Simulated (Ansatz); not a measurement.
Gas-phase electronic energies from Ansatz, PBE0-D4/def2-TZVP geometries. CCSD(T)/CBS adds triple-zeta CCSD(T) − MP2 to the extrapolated MP2 energy (def2 sets, frozen cores). This one scheme is used for every species. Functionals use def2-TZVPP. HSE06 is defined as in plane-wave codes. Triplets are unrestricted, without spin–orbit coupling.

Consider the formal loss of a carbene: `CC(F)C(F)(F)F` → `FCC(F)(F)F` + `[CH2]` (triplet).

```
             level  ΔE (kcal/mol)  difference from CCSD(T)/CBS
           BLYP-D4          106.6                         -2.7
         r2SCAN-D4          104.2                         -5.1
        r2SCAN0-D4          103.2                         -6.1
          HSE06-D4          108.3                         -1.0
           ωB97X-V          112.0                          2.7
          PBE-QIDH          108.1                         -1.2
            revPBE          101.9                         -7.4
              BLYP          103.3                         -6.0
            r2SCAN          103.8                         -5.5
             HSE06          107.1                         -2.2
             BHLYP          102.7                         -6.6
         CAM-B3LYP          107.3                         -2.0
     CCSD/def2-SVP          103.9                         -5.4
  CCSD(T)/def2-SVP          106.0                         -3.3
CCSD(T)/def2-TZVPP          106.5                         -2.8
    CCSD/CBS(def2)          106.5                         -2.8
       CCSD(T)/CBS          109.3                            0
```

Q: What do rigid-rotor, harmonic-oscillator terms from PBE0-D4/def2-TZVP frequencies (298.15 K, 1 bar) make of the CCSD(T)/CBS value? (Best estimate.)

A: The calculation gave: ΔZPE = -6.6 kcal/mol, ΔH = +104.2 kcal/mol, ΔS = 168 J/(mol·K), ΔG = +92.2 kcal/mol. Open shells count their whole term as degenerate.

Largest T1 diagnostic among the species: 0.011.

In def2-TZVPP, CCSD(T) changes the Hartree–Fock value by +33.1 kcal/mol (the triples alone add +2.8 kcal/mol) and MP2 by +36.0 kcal/mol. The D4 term adds +2.4 kcal/mol with B3LYP and +1.3 kcal/mol with PBE0; it sums over pairs of atoms, weighted by their polarisabilities, and B3LYP, whose exchange is more repulsive, gets the larger term. From PBE to PBE0 (25 % exact exchange), in def2-TZVPP and without D4, ΔE moves by −1.7 kcal/mol.

B3LYP here is the variant with VWN-RPA as its local correlation; programs differ in this.

CCSD(T)/CBS has its own doubt, a few kJ/mol and more with outer-core shells, so smaller differences from it don't rank the levels.
